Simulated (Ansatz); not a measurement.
Potential energy curve for SiB (cation, charge +1), lowest triplet found (which spin is the ground state isn't settled by this scan).

Calculation: full CI/aug-cc-pVDZ, frozen core (Ansatz, a first-principles code).

### Question
Relative to R = 2.22 Å, what are the energies at R = 2.30, 3.15, 4.85, 6.69 Å?

### Answer
0.040 eV at 2.30 Å, 0.831 eV at 3.15 Å, 1.877 eV at 4.85 Å, 2.198 eV at 6.69 Å.

The scan ran from 1.41 to 6.69 Å; beyond the distances shown full CI changes its symmetry label.
